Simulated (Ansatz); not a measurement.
Zr(OH)2 (H2O2Zr), SMILES [OH][Zr][OH] (connectivity only; charge and spin as stated), neutral, multiplicity 3.

Geometry: PBE0-D3(BJ)/def2-TZVP. The spin state was assumed, not searched. The def2 effective core potentials stand for the cores of Zr; spin–orbit coupling is left out. Other conformers were not sampled.

Two levels are set side by side: PBE/def2-TZVPD (Ansatz, an electronic-structure program) and PBE0/def2-TZVPD (Ansatz). Energy differences of separate SCF runs at the same geometry; the states with an electron removed or added have multiplicity 2 and 2. Differences are taken from unrounded values.

| quantity | PBE0 |
|---|---|
| vertical ionisation energy (eV) | 6.49 |
| vertical electron affinity (eV) | 0.36 |

Q: What does PBE give, and how far is it from PBE0? (An estimate is asked for; the answer gives what the named calculation found.)

A: 
```json
[
 {"quantity": "vertical ionisation energy (eV)", "PBE": "6.47", "PBE minus PBE0": "-0.02"},
 {"quantity": "vertical electron affinity (eV)", "PBE": "0.49", "PBE minus PBE0": "0.12"}
]
```
